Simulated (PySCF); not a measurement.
**Working out the ionisation energy of Nb+**

Nb+ [Kr] 4d4 (5D) → Nb(2+) [Kr] 4d3 (4F). Computed with PySCF 2.14 in aug-cc-pVTZ-PP with ECP28MDF (6s6p5d3f2g, 88 functions), with a scalar-relativistic core potential. Frozen: 4s2 4p6. Energies in hartree (1 hartree = 27.21139 eV):

```csv
part,Nb+ (lower),Nb(2+) (upper)
UHF,-55.929382,-55.449697
CCSD correlation,-0.041182,-0.018351
(T),-0.000645,-0.000092
```

**Question.** What does Hartree-Fock give?

**Answer.** (-55.449697) − (-55.929382) = 0.479685 hartree = 13.053 eV.

**Question.** What do CCSD and CCSD(T) give?

**Answer.** The CCSD correlation energies differ by 0.022831 hartree = 0.621 eV and the triples by 0.000553 hartree = 0.015 eV, so CCSD gives 13.674 eV and CCSD(T) 13.689 eV.

Reference: 14.32 eV (semi-empirical (NIST evaluation); NIST Atomic Spectra Database, ionization energies), between the lowest levels; spin-orbit coupling is absent from the calculation.

What remains against the reference includes basis incompleteness, the frozen core and higher excitations.
